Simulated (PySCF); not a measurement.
Species: BrGe2H5.
Atom-mapped SMILES: `[GeH3:1][GeH2:2][Br:3]` (hydrogens: H4, H5, H6 on Ge1; H7, H8 on Ge2)

Computed with MP2 and CCSD/aug-cc-pVDZ in PySCF, restricted Hartree–Fock reference, frozen core, non-relativistic, gas phase, PBE0-D3(BJ)/def2-SVP geometry.

E(HF) = -6726.01411 Eh.

Question: How large is the problem?

Answer: 153 basis functions and 104 electrons; 27 orbitals frozen, which leaves o = 25 correlated occupied and v = 101 virtual orbitals. That is o·v = 2525 singles and o·v(o·v + 1)/2 = 3189075 distinct closed-shell doubles amplitudes before symmetry; the costliest CCSD step grows as o²v⁴ = 6.5 × 10^10.

Question: What are the MP2 and CCSD correlation energies?

Answer: MP2 -0.3926 Eh and CCSD -0.4422 Eh, which gives totals of -6726.40671 and -6726.45626 Eh. That is 0.241 eV for each correlated electron at CCSD (1161 kJ/mol in all, 0.007 % of the total energy); MP2 gives 88.8 % of the CCSD value.

Question: What is the T1 diagnostic?

Answer: 0.0080, below the customary warning level of 0.02. It is the norm of the spatial-orbital singles amplitudes over the root of the number of correlated electrons, so the norm is 0.057.

Question: How does correlation change the dipole moment?

Answer: HF gives 2.40 D and CCSD (unrelaxed density) 2.09 D, a change of -0.31 D.

Connected triples and the basis-set limit are missing.

The job also held the EOM ionisation roots. On one thread, Intel Xeon Platinum 8259CL at 2.50 GHz (x86_64), shared host with 96 logical CPUs at a one-minute load of 49, this took 6.0 min wall and 2.5 GiB of memory at its peak.
